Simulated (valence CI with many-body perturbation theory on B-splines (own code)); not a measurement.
## Forbidden lines of Os LXXI

Level of theory: valence CI with perturbative core correlation (CI+MBPT): four valence electrons over a frozen Dirac-Fock core [He], a basis of 11 s, 11 p, 9 d, 7 f, 5 g, 2 h, 1 i functions for each j, with the one-electron correlation potential Σ1 (screened to all orders), the two-electron term Σ2, the three-electron term Σ3, Breit, model QED; selected single and double excitations, second order for the rest (own B-spline code, finite nucleus).

No measured spectrum was set against this ion. As an estimate, large intervals hold to a few tenths of a per cent, small ones and those within an open d or f shell to about a per cent. Among the levels kept, up to 300 cm⁻¹ of a level comes from second order outside the variational space, and about a tenth of that is noise between levels of different J, which matters for small intervals.

Lines 1 to 50 of 58 in falling wavelength, among levels below 111620 × 10³ cm⁻¹, chosen from the decays that carry over 1 % of a level's rate. Wavelengths and rates use the calculated energies. Electric multipoles are in the length gauge, E1 and E2 with the static RPA response of the core. Weak lines are less certain than strong ones. Lines between different terms over intervals too small for the method are left out, as are lines whose strength nearly cancels. The highest levels of a list are the least certain.

Levels are named by their leading jj configuration (3d3/2^4 stands for four electrons in 3d with j = 3/2), which in mixed levels can hold well under half, so a name can repeat and another be missing. Letters in brackets count levels of one name in rising energy.

```
λ vac (Å)                           Upper                       Lower  Type   A (s⁻¹)  Branch %
    7.758          (2s^2 2p1/2 2p3/2) J=1          (2s^2 2p1/2^2) J=0    M1  2.49e+10     100.0
    7.671          (2s^2 2p1/2 2p3/2) J=2          (2s^2 2p1/2^2) J=0    E2  1.47e+08     100.0
    7.634              (2s^2 2p3/2^2) J=2      (2s^2 2p1/2 2p3/2) J=2    M1  1.94e+10      18.7
    7.625          (2s^2 2p3/2 3d5/2) J=4      (2s^2 2p1/2 3d5/2) J=3    M1  1.86e+10       3.8
    7.550              (2s^2 2p3/2^2) J=2      (2s^2 2p1/2 2p3/2) J=1    M1  1.93e+10      18.6
    7.260              (2s^2 2p3/2^2) J=0      (2s^2 2p1/2 2p3/2) J=1    M1  4.24e+10      36.8
    1.309          (2s 2p1/2^2 3p1/2) J=0      (2s 2p1/2^2 2p3/2) J=1    M1  7.43e+10       1.1
    1.299          (2s^2 2p3/2 3p1/2) J=2          (2s^2 2p3/2^2) J=0    E2  6.56e+11       8.2
    1.297          (2s^2 2p1/2 3p1/2) J=1      (2s^2 2p1/2 2p3/2) J=2    E2  1.73e+12      42.3
    1.297          (2s^2 2p1/2 3p1/2) J=1      (2s^2 2p1/2 2p3/2) J=2    M1  6.31e+10       1.5
    1.296          (2s 2p1/2^2 3p1/2) J=0      (2s 2p1/2^2 2p3/2) J=2    E2  3.43e+12      51.9
    1.294          (2s^2 2p1/2 3p1/2) J=1      (2s^2 2p1/2 2p3/2) J=1    E2  1.73e+12      42.2
    1.291          (2s^2 2p3/2 3p1/2) J=1          (2s^2 2p3/2^2) J=2    E2  1.75e+12      18.9
    1.290          (2s^2 2p3/2 3p1/2) J=2          (2s^2 2p3/2^2) J=2    E2  2.41e+12      30.3
    1.290          (2s^2 2p1/2 3p1/2) J=0      (2s^2 2p1/2 2p3/2) J=2    E2  3.41e+12      45.0
    1.254          (2s^2 2p3/2 3d5/2) J=4  (2s 2p1/2 2p3/2^2) J=2 [b]    E2  9.11e+09       1.9
    1.249      (2s 2p1/2 2p3/2 3p3/2) J=4  (2s 2p1/2 2p3/2^2) J=2 [b]    E2  1.23e+11       2.5
    1.242          (2s^2 2p3/2 3d5/2) J=4      (2s 2p1/2 2p3/2^2) J=3    E2  6.55e+10      13.5
    1.236      (2s 2p1/2 2p3/2 3p3/2) J=4      (2s 2p1/2 2p3/2^2) J=3    E2  1.03e+12      21.2
    1.236  (2s 2p1/2 2p3/2 3p3/2) J=0 [b]  (2s 2p1/2 2p3/2^2) J=2 [b]    E2  1.90e+12       7.0
    1.236  (2s 2p1/2 2p3/2 3p3/2) J=3 [a]  (2s 2p1/2 2p3/2^2) J=2 [a]    E2  1.07e+12       1.4
    1.236          (2s^2 2p3/2 3p3/2) J=2          (2s^2 2p3/2^2) J=0    E2  6.98e+11       5.1
    1.235  (2s 2p1/2 2p3/2 3p3/2) J=1 [d]  (2s 2p1/2 2p3/2^2) J=2 [b]    E2  1.09e+12       2.1
    1.234  (2s 2p1/2 2p3/2 3p3/2) J=1 [d]  (2s 2p1/2 2p3/2^2) J=1 [a]    E2  9.56e+11       1.8
    1.233          (2s 2p1/2^2 3p3/2) J=2      (2s 2p1/2^2 2p3/2) J=2    E2  1.18e+12       2.5
    1.233          (2s^2 2p1/2 3p3/2) J=2      (2s^2 2p1/2 2p3/2) J=2    E2  1.19e+12      18.6
    1.233          (2s^2 2p1/2 3p3/2) J=1      (2s^2 2p1/2 2p3/2) J=2    E2  8.63e+11      16.6
    1.232          (2s^2 2p3/2 3p3/2) J=3          (2s^2 2p3/2^2) J=2    E2  1.36e+12      11.3
    1.232          (2s^2 2p3/2 3p3/2) J=1          (2s^2 2p3/2^2) J=2    E2  1.37e+12       9.0
    1.231      (2s 2p1/2 2p3/2 3p3/2) J=4  (2s 2p1/2 2p3/2^2) J=2 [a]    E2  6.64e+10       1.4
    1.230          (2s^2 2p1/2 3p3/2) J=2      (2s^2 2p1/2 2p3/2) J=1    E2  5.21e+11       8.1
    1.230          (2s^2 2p1/2 3p3/2) J=1      (2s^2 2p1/2 2p3/2) J=1    E2  8.61e+11      16.5
    1.224          (2s^2 2p3/2 3p3/2) J=0          (2s^2 2p3/2^2) J=2    E2  3.50e+12      21.3
    1.223  (2s 2p1/2 2p3/2 3p3/2) J=1 [d]      (2s 2p1/2 2p3/2^2) J=3    E2  6.18e+11       1.2
    1.219  (2s 2p1/2 2p3/2 3p3/2) J=0 [b]  (2s 2p1/2 2p3/2^2) J=2 [a]    E2  4.70e+11       1.7
    1.212      (2s 2p1/2 2p3/2 3d5/2) J=5      (2s 2p1/2 2p3/2^2) J=3    M2  9.88e+10      52.0
    1.212      (2s 2p1/2 2p3/2 3d5/2) J=5      (2s 2p1/2 2p3/2^2) J=3    E3  5.54e+09       2.9
    1.207          (2s^2 2p3/2 3d5/2) J=4          (2s^2 2p3/2^2) J=2    M2  9.19e+10      18.9
    1.207          (2s^2 2p3/2 3d5/2) J=4          (2s^2 2p3/2^2) J=2    E3  6.84e+09       1.4
    1.065      (2s 2p1/2 2p3/2 3p3/2) J=4      (2s 2p1/2^2 2p3/2) J=2    E2  1.88e+12      38.9
    1.063  (2s 2p1/2 2p3/2 3p3/2) J=1 [d]      (2s 2p1/2^2 2p3/2) J=1    E2  1.03e+12       2.0
    1.062          (2s^2 2p1/2 3p3/2) J=2          (2s^2 2p1/2^2) J=0    E2  1.71e+12      26.7
    1.061          (2s^2 2p3/2 3p3/2) J=3      (2s^2 2p1/2 2p3/2) J=2    E2  8.76e+11       7.3
    1.061          (2s^2 2p3/2 3p3/2) J=1      (2s^2 2p1/2 2p3/2) J=2    E2  1.85e+12      12.2
    1.059          (2s^2 2p3/2 3p3/2) J=3      (2s^2 2p1/2 2p3/2) J=1    E2  1.28e+12      10.7
    1.059          (2s^2 2p3/2 3p3/2) J=1      (2s^2 2p1/2 2p3/2) J=1    E2  2.13e+11       1.4
    1.058          (2s^2 2p3/2 3p3/2) J=2      (2s^2 2p1/2 2p3/2) J=2    E2  1.49e+12      11.0
    1.056          (2s^2 2p3/2 3p3/2) J=2      (2s^2 2p1/2 2p3/2) J=1    E2  6.44e+11       4.7
    1.055          (2s^2 2p3/2 3p3/2) J=0      (2s^2 2p1/2 2p3/2) J=2    E2  2.10e+12      12.8
    1.047      (2s 2p1/2 2p3/2 3d5/2) J=5      (2s 2p1/2^2 2p3/2) J=2    E3  1.52e+10       8.0
```
